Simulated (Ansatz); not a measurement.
A structure relaxed at PBE0-D4/def2-TZVP, charge 0, multiplicity 1:

Cartesian coordinates in Å:
```
B -0.866 -0.627 -0.889
C 0.647 -0.202 -0.892
C 0.878 0.107 0.615
Si -0.995 0.353 0.874
H -1.470 -1.303 -1.666
H 0.640 0.747 -1.459
H 1.394 -0.831 -1.388
H 1.212 -0.792 1.140
H 1.581 0.910 0.839
H -1.633 -0.147 2.126
H -1.388 1.783 0.700
```

(1) Give its formula and SMILES.

(2) Summarise the bond lengths by kind.

## Answers

(1) C2H7BSi, `B1CC[SiH2]1`.

(2) 1 × B–C 1.572 Å; 1 × B–Si 2.021 Å; 1 × B–H 1.193 Å; 1 × C–C 1.555 Å; 4 × C–H 1.091 to 1.106 Å; 1 × C–Si 1.906 Å; 2 × H–Si 1.492 to 1.493 Å.

Computed with Ansatz.
